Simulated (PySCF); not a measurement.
C3H2FNSe.
Atom-mapped SMILES: `[F:1][c:2]1[cH:3][se:4][cH:5][n:6]1` (hydrogens: H7 on C3; H8 on C5)

Cartesian coordinates in Å at the PBE0-D3(BJ)/def2-SVP level; atoms count from 1:
```
atom  x, y, z in Å
F1    -1.580   -1.050   -1.218
C2    -0.655   -0.430   -0.511
C3    -0.906    0.686    0.234
Se4    0.662    1.219    1.058
C5     1.418   -0.254    0.190
N6     0.597   -0.939   -0.537
H7    -1.857    1.201    0.348
H8     2.477   -0.500    0.303
```

Linear response at PBE0/def2-SVPD (PySCF, frozen core in the response, non-relativistic). Relativistic effects, spin–orbit coupling among them, are left out although an element past zinc is present.

Static isotropic polarisability: 63.97 au (9.48 Å³), principal values 43.5, 69.3, 79.1 au.

Problem. What is the polarisability at 1064 nm and at the sodium D line?

Solution. 64.68 au at 1064 nm (+1.1 %), 66.39 au at 589.3 nm (+3.8 %). The rise at 589.3 nm is 3.44 times that at 1064 nm; a pure ω² law gives 3.26. The lowest singlet lies at 245 nm, shorter than both wavelengths.

Problem. What is the isotropic C6 coefficient between two such molecules, C6 = (3/π)∫α(iω)² dω?

Solution. 1579 au (Eh·bohr⁶) by a ten-point quadrature over imaginary frequencies, which is 944 eV·Å⁶ or 91.1 J·nm⁶/mol.

Problem. Which effective excitation energy ω̄ makes London's formula C6 = (3/4)α²ω̄ exact here?

Solution. ω̄ = 4·C6/(3α²) = 0.515 Eh = 14.0 eV. A one-pole form α(ω) = α/(1 − ω²/ω̄²) fitted to the 1064 nm value gives 11.2 eV. London's choice of the ionisation energy (9.32 eV, ΔSCF at the same level) gives C6 = 1050 au, 33 % too low.

Problem. What molar refraction at the D line follows from R = (4π/3)·N_A·α′, with α′ the polarisability volume?

Solution. α′ = 9.84 Å³ gives R = 24.82 cm³/mol, for isolated, non-vibrating species.

Problem. What three-body coefficient follows from the one-pole estimate C9 = (3/4)·α·C6?

Solution. 75800 au. This is an estimate from the two numbers above, not a computed integral.

Problem. How anisotropic is the static polarisability, by Δα² = ½[(α1 − α2)² + (α2 − α3)² + (α3 − α1)²]?

Solution. Δα = 31.8 au, or 0.50 of the isotropic value.
